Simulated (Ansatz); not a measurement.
Ideal-gas functions of `[OH][GaH][GaH2]` at 600 K and 1 bar, from an Ansatz frequency run at PBE0-D4/def2-TZVP.

Molar mass 159.48 g/mol, point group Cs (symmetry number 1), electronic degeneracy 1, moments of inertia 38.42, 298.675, 329.831 u Å². Harmonic wavenumbers (cm⁻¹, unscaled): 97, 115, 238, 281, 411, 496, 530, 602, 676, 759, 837, 1913, 1943, 1947, 3896.

Use S(trans) = R[1.5 ln M + 2.5 ln T − 1.1517]; rotational temperatures θ = 24.2544 K / I; S(rot) = R[ln(√π/σ · √(T³/θAθBθC)) + 1.5]; for each mode x = 1.438777 ν̃/T, S = R[x/(eˣ − 1) − ln(1 − e⁻ˣ)] and H = RT x/(eˣ − 1); 1 cm⁻¹ = 0.0119627 kJ/mol; R = 8.31446 J/(mol·K).

Problem. By hand: the entropy, in J/(mol·K).

Solution. Translation 186.6. Rotation: θ = 0.6313, 0.0812, 0.0735 K, giving 120.2. Vibration, mode by mode: 20.46, 19.05, 13.09, 11.75, 8.76, 7.35, 6.86, 5.95, 5.15, 4.40, 3.79, 0.48, 0.45, 0.45, 0.01, in all 108.0. Electronic 0.0. Sum 414.8 J/(mol·K).

Problem. By hand: H − E and G − E in kJ/mol, counted from the electronic energy.

Solution. Zero-point energy ½ × 14741 × 0.0119627 = 88.2; thermal vibration 32.2; translation, rotation and pV give 4 RT = 20.0. H − E = 140.4 kJ/mol, and G − E = 140.4 − 600 × 414.8/1000 = -108.5 kJ/mol.

Vibration gives 26 % of the entropy, 39.5 J/(mol·K) of it from the modes under 150 cm⁻¹: soft modes count most, and the harmonic formula is weakest for them. The sum counts one conformer and one mirror image; others add a mixing term.
